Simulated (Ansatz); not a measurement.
Energy needed to pull apart GaH₂O, doublet, into free ground-state atoms, from the structure below (displaced at random from a GFN2-xTB minimum); no zero-point or spin–orbit terms; open-shell atoms are treated unrestricted, in their ground-state multiplicity.

O1  (0.007, -0.917, 0.334)
Ga2  (0.763, 0.680, 0.108)
H3  (-0.432, -1.771, 0.429)
H4  (-0.332, 1.923, -0.943)
(Å)

Program: Ansatz 0.2.0. Basis: def2-TZVPP. Cores are frozen in the correlated methods; orbitals are unrestricted. Filled d shells of the heavier atoms are correlated. The def2 sets are not built for correlating such inner shells, so the correlated values are less sure here.

```tsv
method	atomization energy (kJ/mol)
PBE-D4	998
revPBE-D4	?
BLYP-D4	989
r2SCAN-D4	991
PBE0-D4	957
wB97M-V	969
HF	628
MP2	968
CCSD	?
CCSD(T)	949
```

(1) What does revPBE-D4 give? (An estimate is asked for; the value comes from the calculation.)

(2) What does CCSD give? (Judge from chemistry; the value comes from the calculation.)

The T1 diagnostic stays at or below 0.021. ⟨S²⟩ of the unrestricted Hartree–Fock references: 0.82 (a pure state has 0.75). The unrestricted reference is spin-contaminated, which hurts MP2 most.

Answers

(1) The calculation gives: 967 kJ/mol, which is about 18 kJ/mol more than CCSD(T)/def2-TZVPP.

(2) By the calculation: 929 kJ/mol, which is about 20 kJ/mol less than CCSD(T)/def2-TZVPP.

In triple zeta the MP2 and coupled-cluster atomization energies are still short of their basis limit by a few kcal/mol a bond, whereas those of the functionals are nearly converged, so these differences are not deviations from converged CCSD(T).

For scale, one of the runs: CCSD(T)/def2-TZVPP forces, 107 basis functions (an equivalent command: `ansatz run in.yaml --threads 4`). Time: 48 s of wall clock on 4 CPU threads; the host was shared. Peak host memory: 1.3 GiB.
